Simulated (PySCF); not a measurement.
# H₂PtO, triplet: structure and spectrum

These are results of UPBE0/[Pt def2-TZVP with ECP60, O def2-TZVP, H def2-TZVP], scalar-relativistic core potentials, density fitting, no spin–orbit coupling, PySCF, not measurements.

The structure is a minimum.

```xyz
4
charge 0 multiplicity 3, angstrom
Pt   -0.0628   -0.0187   -0.1119
O     0.7728    0.2083    1.5156
H     1.1644    0.0970   -1.0011
H    -0.7832    0.3364   -1.4956
```

* Point group: C1
* Bond lengths: Pt–H 1.520 Å, Pt–H 1.600 Å, Pt–O 1.844 Å
* Bond angles: H–Pt–H 80.8°, H–Pt–O 98.1°, H–Pt–O 160.1°
* Principal polarisabilities: 31.9, 33.5, 58.1 bohr³
* Heat capacity Cp at 298.15 K: 55.0 J/(mol K)
* Highest occupied level (β): -8.13 eV
* Atomisation energy without zero-point energy: 878 kJ/mol
* Enthalpy at 298.15 K above 0 K: 12.62 kJ/mol
* Zero-point energy: 39.2 kJ/mol
* Spin squared ⟨S²⟩: 2.023
* Rotational constants: 6.622, 0.3159, 0.3045 cm⁻¹
* Rotational symmetry number: 1
* Principal quadrupole moments (Buckingham, traceless) about the centre of mass: -5.89, -0.17, 6.06 D Å
* Lowest empty level (β): -4.41 eV
* Dipole moment: 1.18 D
* Entropy at 298.15 K and 1 bar (electronic part: spin only): 283.8 J/(mol K)

Harmonic modes (masses in u: Pt 194.965, O 15.995, H 1.008):
```
symmetry  ω (cm⁻¹)  IR (km/mol)  μ (u)     type
       a       321         28.0   1.07     bend
       a       403         40.5   1.12     bend
       a       538         64.5   1.05     bend
       a       655          0.9   9.45    mixed
       a      2185         66.3   1.01  stretch
       a      2448         12.9   1.01  stretch
```

Charges (e):
```
atom  Mulliken  Löwdin  polar tensor  spin (Mulliken)  Mayer order to Pt1
 Pt1      0.25    0.31          0.31             0.78                   –
  O2     -0.33   -0.22         -0.20             1.26                1.34
  H3      0.08    0.03          0.05            -0.03                1.00
  H4      0.00   -0.12         -0.16            -0.01                0.86
```

Mulliken populations on Pt1 (electrons outside its core potential): s 2.98, p 6.28, d 8.46, f 0.02.

Only a few start shapes were tried, so a lower isomer may exist. Open d and f shells are described by one determinant, and the ground state may have another occupation or spin. At this level a singlet minimum of Cs symmetry lies 18 kJ/mol below this structure. No spin–orbit coupling is included, which matters more the heavier the element.

The final relaxation and frequency run took roughly 2.8 core-minutes on a shared host.
